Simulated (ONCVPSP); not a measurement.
**u(r) = r·R(r): atom against pseudo-atom (Ho (Z = 67))**

Columns: radius, all-electron u(r) and pseudo u(r) of the 5d shell (level -2.74 eV) of holmium in the configuration [Kr] 4d10 4f10 5s2 5p6 5d1 6s1.5 6p0.5; PBE, scalar-relativistic, ONCV scheme, ONCVPSP 4.0.1.

```json
{"r (bohr)": "0.143", "all-electron": "0.1633", "pseudo": "0.0019"}
{"r (bohr)": "0.285", "all-electron": "-0.0903", "pseudo": "0.0141"}
{"r (bohr)": "0.428", "all-electron": "-0.2538", "pseudo": "0.0447"}
{"r (bohr)": "0.570", "all-electron": "-0.1951", "pseudo": "0.0965"}
{"r (bohr)": "0.713", "all-electron": "-0.0343", "pseudo": "0.1682"}
{"r (bohr)": "0.855", "all-electron": "0.1396", "pseudo": "0.2526"}
{"r (bohr)": "0.998", "all-electron": "0.2921", "pseudo": "0.3422"}
{"r (bohr)": "1.140", "all-electron": "0.4111", "pseudo": "0.4266"}
{"r (bohr)": "1.283", "all-electron": "0.4988", "pseudo": "0.4998"}
{"r (bohr)": "1.425", "all-electron": "0.5583", "pseudo": "0.5560"}
{"r (bohr)": "1.568", "all-electron": "0.5958", "pseudo": "0.5948"}
{"r (bohr)": "1.710", "all-electron": "0.6159", "pseudo": "0.6167"}
{"r (bohr)": "1.853", "all-electron": "0.6231", "pseudo": "0.6249"}
{"r (bohr)": "1.995", "all-electron": "0.6209", "pseudo": "0.6226"}
{"r (bohr)": "2.138", "all-electron": "0.6118", "pseudo": "0.6130"}
{"r (bohr)": "2.280", "all-electron": "0.5981", "pseudo": "0.5987"}
{"r (bohr)": "2.423", "all-electron": "0.5811", "pseudo": "0.5813"}
{"r (bohr)": "2.565", "all-electron": "0.5623", "pseudo": "0.5623"}
{"r (bohr)": "2.708", "all-electron": "0.5420", "pseudo": "0.5421"}
{"r (bohr)": "2.850", "all-electron": "0.5214", "pseudo": "0.5214"}
{"r (bohr)": "2.992", "all-electron": "0.5005", "pseudo": "0.5005"}
{"r (bohr)": "3.135", "all-electron": "0.4796", "pseudo": "0.4796"}
{"r (bohr)": "3.278", "all-electron": "0.4589", "pseudo": "0.4589"}
{"r (bohr)": "3.420", "all-electron": "0.4386", "pseudo": "0.4386"}
{"r (bohr)": "3.563", "all-electron": "0.4185", "pseudo": "0.4185"}
{"r (bohr)": "3.705", "all-electron": "0.3990", "pseudo": "0.3990"}
```

(1) How many radial nodes do the two functions have?

(2) At about which radius was the pseudo-wave matched?

(3) Where does each function peak?

(4) Is the pseudo-wave norm-conserving?

Answers

(1) The all-electron 5d function has n − l − 1 = 2; the pseudo-wave has 0, since the states of the same l below it are removed with the core.

(2) 2.85 bohr. The columns agree to 0.0005 from 2.42 bohr on; several derivatives are matched, so the curves merge somewhat inside the radius.

(3) Outermost all-electron maximum near 1.85 bohr, pseudo maximum near 1.85 bohr (to the table’s step).

(4) Yes: the ONCV scheme keeps the norm inside the radius equal to the all-electron one, which fixes the energy derivative of the logarithmic derivative at the level.
